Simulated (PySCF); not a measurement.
MoOF3, SMILES [F][Mo](=[O])([F])[F] (connectivity only; charge and spin as stated), neutral, multiplicity 2.

The structure is a stationary point at r2SCAN-D4/def2-SVP. The multiplicity is an assumed one; other spin states were not compared. The isomer is the one that the SMILES or the coordinates give; other isomers of the formula were not compared. The def2 effective core potentials stand for the cores of Mo; spin–orbit coupling is left out.

Level of theory: TDA-PBE0/def2-SVPD run with PySCF.

Vertical excitations. The molecule is in vacuum.

**Question.** List the lowest excited states. (An estimate is asked for; the answer gives what the named calculation found.)

**Answer.** 
```csv
state,energy (eV),λ (nm),f,main pairs
root 1,0.79,1571,0.000,α HOMO→LUMO 98 %
root 2,2.40,517,0.000,α HOMO→LUMO+1 98 %
root 3,2.79,444,0.001,α HOMO→LUMO+2 86 %
root 4,3.28,378,0.000,α HOMO→LUMO+3 85 %
root 5,4.96,250,0.001,"α HOMO−1→LUMO 57 %, β HOMO−1→LUMO 26 %"
root 6,5.21,238,0.000,"α HOMO−2→LUMO 78 %, β HOMO→LUMO 13 %"
root 7,5.54,224,0.000,"α HOMO−3→LUMO 73 %, β HOMO−2→LUMO 16 %"
root 8,5.69,218,0.001,α HOMO→LUMO+4 94 %
root 9,5.74,216,0.001,"α HOMO−2→LUMO 15 %, β HOMO→LUMO 79 %"
root 10,6.03,206,0.000,"α HOMO−2→LUMO+2 6 %, β HOMO→LUMO+1 76 %"
```
Unrestricted roots are not spin-pure.
